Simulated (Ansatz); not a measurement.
`C[O][In]([SH])[O][SiH3]`, charge 0, multiplicity 1.

Question: Give a relaxed structure at PBE0-D4/def2-TZVP (the Gaussian-basis code of Ansatz). (An estimate is asked.)

Answer: Computed: 
Z-matrix (Å, degrees):
```
C
O 1 1.408
H 1 1.097 2 112.8
H 1 1.097 2 112.7 3 -122.5
H 1 1.095 2 107.9 3 118.8
In 2 1.968 1 121.4 3 59.6
O 6 1.978 2 116.4 1 -0.4
S 6 2.347 2 125.7 1 179.8
Si 7 1.627 6 139.8 2 1.3
H 8 1.345 6 91.4 2 179.9
H 9 1.492 7 111.6 6 58.5
H 9 1.488 7 109.3 6 178.4
H 9 1.492 7 111.6 6 -61.7
```
Point group Cs.
This is one stationary point; other conformers may exist.
